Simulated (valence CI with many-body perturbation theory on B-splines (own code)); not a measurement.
**Questions on Cd41+**

Level of theory: valence CI with perturbative core correlation (CI+MBPT): five valence electrons over a frozen Dirac-Fock core [He], a basis of 11 s, 11 p, 10 d, 8 f, 5 g, 2 h functions for each j, with the one-electron correlation potential Σ1, the two-electron term Σ2, the three-electron term Σ3, Breit, model QED; selected CI, second order for the rest, scaled by the run's own slope (own B-spline code, finite nucleus).

No measured spectrum was set against this ion. As an estimate, large intervals hold to a few tenths of a per cent, small ones and those within an open d or f shell to about a per cent. Among the levels kept, up to 7100 cm⁻¹ of a level comes from second order outside the variational space, and about a tenth of that is noise between levels of different J, which matters for small intervals.

Levels are named by their leading jj configuration (3d3/2^4 stands for four electrons in 3d with j = 3/2), which in mixed levels can hold well under half, so a name can repeat and another be missing.

Rates and lifetimes use the calculated energies. Strong lines usually hold to 10 to 20 %, long lifetimes can be off by a factor of two.

Question: What is the ground level?

Answer: (2s^2 2p1/2^2 2p3/2) J=3/2, composition 45 % 2s2.2p3 2P° + 30 % 2s2.2p3 4S° + 25 % 2s2.2p3 2D°, g = 1.388.

Question: What is the ionisation energy?

Answer: 6462.6 eV; NIST lists 6460 ± 40 eV (semi-empirical).

Question: Where does the other parity begin?

Answer: At (2s 2p1/2^2 2p3/2^2) J=5/2, 2995.1 × 10³ cm⁻¹.

Question: Among levels below 36077 × 10³ cm⁻¹, which E1 lines absorb most strongly from the ground level?

Answer: to (2s^2 2p1/2 2p3/2 3d3/2) J=5/2 at 0.3147 nm, f = 0.475; to (2s^2 2p1/2^2 3d5/2) J=5/2 at 0.3305 nm, f = 0.432; to (2s^2 2p1/2 2p3/2 3d3/2) J=3/2 at 0.3138 nm, f = 0.263.

Question: How well does LS coupling describe the low levels?

Answer: Among the lowest 20 levels the leading LS term, summed over configurations, holds 64 % on average. For single configurations the figures are 63 % in LS and 98 % in jj coupling. Terms mix most in the J = 3/2 level at 29635 × 10³ cm⁻¹, where the leading one holds 29 %.
